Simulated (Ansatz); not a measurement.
This geometry of ClH5HfO3S (11 atoms, charge 0, multiplicity 1) is a first-order saddle point.

Computed with Ansatz 0.2.0, RKS PBE0-D4/def2-SVP.

```xyz
11
Properties=species:S:1:pos:R:3
Hf 0.109 0.273 -0.001
Cl 1.369 -0.885 2.337
O 1.712 -0.379 -0.858
H 2.409 -1.034 -0.806
O -0.606 1.422 -1.357
H -1.270 1.859 -1.888
O -1.320 -0.943 0.403
H -1.752 -1.758 0.652
S 0.468 2.104 1.833
H 1.613 2.555 1.269
H 1.123 0.541 2.425
```

(1) Which two structures does it join? (They come from a converged band through this point; their orientation in space is the band's.)

(2) How far does it lie above each of them?

Answers

(1) Bonds broken: Hf1–Cl2, S9–H11. Bonds formed: Cl2–H11. ClH5HfO3S becomes ClH + H4HfO3S.

Image 0:

```xyz
11
Properties=species:S:1:pos:R:3
Hf 0.011 -0.094 0.278
Cl -0.069 -0.402 2.673
O 1.750 -0.333 -0.580
H 2.144 -0.944 -1.206
O -1.076 1.350 -0.413
H -1.677 1.784 -1.016
O -0.898 -1.671 -0.315
H -1.467 -2.418 -0.487
S 1.617 2.254 1.085
H 2.562 1.596 1.788
H 0.960 2.635 2.202
```

Image 8:

```xyz
11
Properties=species:S:1:pos:R:3
Hf -0.049 0.432 -0.178
Cl 1.818 -1.078 2.796
O 1.654 -0.236 -0.762
H 2.404 -0.830 -0.757
O -0.804 1.463 -1.606
H -1.206 1.889 -2.359
O -1.279 -0.888 0.456
H -1.778 -1.654 0.734
S 0.333 1.951 1.792
H 1.412 2.559 1.246
H 1.352 0.147 2.647
```

(2) 0.83 eV above the first and 0.06 eV above the second. This is the barrier of this one path; another mechanism may lie lower. The orbitals stay closed-shell, which can raise the energy where a bond breaks towards radicals; this wasn't checked here.

Run time: 5.4 min on 4 threads of Intel(R) Xeon(R) 6975P-C (Granite Rapids), on a shared host, peak memory 0.42 GiB.
